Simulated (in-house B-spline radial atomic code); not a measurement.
Configurations of Tc⁵⁺, with energies counted from [Kr] (4d3/2)2. Level of theory: Dirac-Hartree-Fock, average of each configuration as written, Fermi nucleus of rms radius 4.41117 fm; calculated with a B-spline radial code for spherical atoms. Energies include first-order Breit, QED and recoil terms.

Occupations are held fixed; configurations that lie above the ionisation limit could autoionise.

```json
{"configuration": "[Kr] (4d5/2)2", "E - E(ref) (eV)": "0.81628", "highest orbital": "4d5/2", "its <r> (bohr)": "1.383"}
{"configuration": "[Kr] (4d3/2)1 5s1", "E - E(ref) (eV)": "16.67", "highest orbital": "5s1/2", "its <r> (bohr)": "2.313"}
{"configuration": "[Ar] 3d10 4s2 (4p1/2)2 (4p3/2)3 (4d5/2)2 (4f5/2)1", "E - E(ref) (eV)": "82.303", "highest orbital": "4f5/2", "its <r> (bohr)": "2.37"}
{"configuration": "[Ar] 3d10 4s2 (4p1/2)2 (4p3/2)3 (4d3/2)2 (8g7/2)1", "E - E(ref) (eV)": "106.24", "highest orbital": "8g7/2", "its <r> (bohr)": "14.21"}
{"configuration": "[Ar] (3d3/2)3 (3d5/2)6 4s2 4p6 (4d5/2)2 6s1", "E - E(ref) (eV)": "309", "highest orbital": "6s1/2", "its <r> (bohr)": "4.064"}
```

Task: Order these further configurations by energy, lowest first.
A. [Kr] (4d5/2)1 (6p1/2)1
B. [Ar] 3d10 4s2 (4p1/2)2 (4p3/2)3 (4d5/2)2 (8f7/2)1
C. [Kr] (4d3/2)1 (7g9/2)1
D. [Kr] (4d5/2)1 (7f7/2)1
E. [Kr] (4d5/2)1 (6d3/2)1

Result: A (44.979 eV), E (50.751 eV), D (60.868 eV), C (61.3 eV), B (108.15 eV).
